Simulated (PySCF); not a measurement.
C4H9FO3Si.
Atom-mapped SMILES: `[OH:1][CH2:2][C@@H:3]1[O:4][C@H:5]([F:6])[CH2:7][O:8][SiH2:9]1`

Structure used (GFN2-xTB), in Å, numbered top down from 1:
```
atom  x, y, z in Å
O1     2.624   -1.514   -0.453
C2     1.617   -0.757   -1.074
C3     0.955    0.225   -0.105
O4     0.321   -0.543    0.954
C5    -1.031   -0.684    0.895
F6    -1.410   -1.212   -0.335
C7    -1.836    0.600    1.101
O8    -1.445    1.622    0.237
Si9   -0.292    1.445   -0.897
H10    2.250   -1.877    0.360
H11    0.852   -1.416   -1.506
H12    2.098   -0.200   -1.881
H13    1.753    0.765    0.417
H14   -1.309   -1.432    1.651
H15   -2.896    0.377    0.937
H16   -1.691    0.939    2.132
H17    0.246    2.792   -0.980
H18   -0.813    0.877   -2.138
```

NICS = −σ at a ghost point: NICS(0) at the centroid of the ring atoms, NICS(1) 1 Å to either side along the normal of their mean plane, zz for the tensor component along that normal. Level: GIAO PBE0/pcSseg-1 (PySCF, non-relativistic, gas phase) on the GFN2-xTB geometry, one conformer.

Ring bond lengths (Å), with Mayer bond orders in brackets: C3–O4 1.454 (0.82), O4–C5 1.361 (1.03), C5–C7 1.530 (1.02), C7–O8 1.394 (0.89), O8–Si9 1.627 (0.97), Si9–C3 1.916 (0.84).

Task: Give the NICS values of each ring in ppm.

Result: 
```json
{"ring": "C3–O4–C5–C7–O8–Si9", "type": "6-membered ring with 2 O and Si; formal bonds all single", "NICS(0)": "-1.3", "NICS(1), two faces": "-0.7 / -3.4", "NICS(1)zz, two faces": "1.8 / -2.8", "rms pucker (Å)": "0.25", "centre to ring atoms, mean (Å)": "1.50"}
```

Task: What do they say, and how far can they be read as aromaticity?

Result: 
- C3–O4–C5–C7–O8–Si9: mean NICS(1)zz -0.5 ppm, near zero. C3, C5, C7, Si9 have four or more neighbours, so the value isn't read as a sign of a π ring current. The two faces differ by 4.6 ppm, so no symmetry operation interchanges them.

Task: At the first NICS(1) probe listed for ring C3–O4–C5–C7–O8–Si9, 1 Å off the ring, how large is the induced field along the normal in 9.4 T applied along it?

Result: NICSzz × B0 = 1.8 ppm × 9.4 T = 17 μT, along the applied field.

Task: How shielded are the nuclei of the rings and their hydrogens (means over atoms taken as equivalent)?

Result: 
| atoms | environment | σ isotropic (ppm) | principal values of the symmetric part, first atom (ppm) |
| --- | --- | --- | --- |
| C3 | sp3 carbon bound to oxygen | 113.7 | 87.7, 106.8, 146.6 |
| O4 | cyclic ether oxygen | 257.5 | 199.0, 245.6, 327.9 |
| C5 | sp3 C–F carbon | 75.6 | 44.8, 75.1, 106.9 |
| C7 | sp3 carbon bound to oxygen | 118.4 | 104.0, 110.8, 140.2 |
| O8 | silyl ether oxygen | 351.2 | 303.1, 371.1, 379.4 |
| Si9 | oxygen-bound silicon | 382.1 | 334.0, 389.2, 423.0 |
| H13 | methine hydrogen | 27.55 | 24.2, 26.0, 32.5 |
| H14 | methine hydrogen | 25.95 | 22.6, 24.8, 30.4 |
| H15 | methylene hydrogen | 27.48 | 23.4, 25.9, 33.1 |
| H16 | methylene hydrogen | 27.57 | 23.6, 26.0, 33.1 |
| H17 | Si–H hydrogen | 26.83 | 23.2, 24.7, 32.5 |
| H18 | Si–H hydrogen | 26.74 | 24.1, 24.9, 31.3 |
